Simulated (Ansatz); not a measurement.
## Abstraction of Cl: InHCl2 + GeH(CH3)2 → InHCl + GeH(CH3)2Cl

Species: InHCl2 `[Cl][InH][Cl]`, singlet; GeH(CH3)2, doublet; InHCl `[Cl][InH]`, doublet; GeH(CH3)2Cl, singlet. A radical takes Cl: the energy is the difference in strength between the In–Cl bond broken and the Ge–Cl bond made.

Shapes, held fixed at every level: PBE0-D4/def2-TZVP. Programs: Ansatz 0.2.0. The zero-point and thermal change to 298 K, harmonic and unscaled (PBE0-D4/def2-TZVP), is +0.1 kJ/mol.

Estimate ΔH(298 K) of this reaction.

The highest level, CCSD(T)/def2-TZVPP, gives ΔH(298 K) = -48.7 kJ/mol; the levels span -50.6 to -41.7. The column of differences is taken from that level and isn't an error. No measured value is set beside it here. Open shells run unrestricted unless RO is named. For atoms past krypton def2 sets carry core potentials with scalar relativity. Relativity is left out for Ge unless named. Correlated rows may include outer-core shells of Ge, In, which these sets cover unevenly. Times are processor times on shared x86 and Arm servers, and rough.

```csv
level,kind,ΔH(298 K) (kJ/mol),less CCSD(T)/def2-TZVPP,CPU time (sum over the molecules)
HF/def2-TZVPP,Hartree–Fock,-41.7,+7.0,–
r2SCAN-D4/def2-TZVPP,meta-GGA,-50.5,-1.8,48 s
PBE0-D4/def2-TZVPP,global hybrid,-50.6,-1.9,30 s
wB97M-V/def2-TZVPP,range-separated hybrid,-45.9,+2.8,98 s
wB97X-V/def2-TZVPP,range-separated hybrid,-46.6,+2.1,73 s
MP2/def2-TZVPP,perturbation theory,-48.5,+0.2,–
CCSD(T)/def2-TZVPP,coupled cluster or CI,-48.7,0.0,23 min
```
